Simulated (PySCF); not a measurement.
## Frontier levels across methods

Pivaloyl chloride, C₅H₉ClO.
Atom-mapped SMILES: `[CH3:1][C:2]([CH3:3])([CH3:4])[C:5](=[O:6])[Cl:7]` (hydrogens: H8, H9, H10 on C1; H11, H12, H13 on C3; H14, H15, H16 on C4)

Geometry (PBE0-D3(BJ)/def2-SVP, Å), atoms numbered from 1 in this order:
```xyz
16
C5H9ClO angstrom
C      0.0870    1.3983   -0.6417
C     -0.0621    0.0329    0.0287
C     -0.1322   -1.0759   -1.0282
C      1.1070   -0.2201    0.9869
C     -1.3696    0.0463    0.8111
O     -2.1593    0.9242    0.8646
Cl    -1.6855   -1.4818    1.7158
H      0.1282    2.2056    0.1035
H      1.0167    1.4204   -1.2295
H     -0.7562    1.6074   -1.3149
H      0.8015   -1.0797   -1.6108
H     -0.9678   -0.9100   -1.7251
H     -0.2572   -2.0639   -0.5643
H      1.1572    0.5515    1.7701
H      1.0239   -1.2020    1.4723
H      2.0497   -0.1903    0.4197
```

Basis pcSseg-1 throughout (PySCF), one geometry. Isolated species at its PBE0-D3(BJ)/def2-SVP geometry, gas phase.

Question: How do the orbital energies, the gap and the dipole change with the method?

Answer: 
```
 method                    kind  HOMO (eV)  LUMO (eV)  gap (eV)  μ (D)  SCF cycles
   BLYP                     GGA      -6.73      -1.89      4.83   2.88          17
   OPBE                     GGA      -6.83      -1.93      4.91   2.98          17
  B97-2           global hybrid      -8.11      -1.02      7.09   3.09          14
   PBE0           global hybrid      -8.38      -0.94      7.44   3.09          14
LC-wPBE  range-separated hybrid     -11.05       1.50     12.54   3.11          14
     HF            Hartree–Fock     -11.97       3.47     15.44   3.42          11
```

The HOMO spans 5.24 eV, from BLYP down to HF, and the gap runs from 4.83 eV (BLYP) to 15.44 eV (HF). Over the methods BLYP (0 %), OPBE (0 %), B97-2 (21 %), PBE0 (25 %), HF (100 %), a straight line through the gap against the share of exact exchange rises by 1.06 eV for each 10 % (correlation coefficient 1.000). The dipole ranges from 2.88 D (BLYP) to 3.42 D (HF). This basis has no diffuse functions.
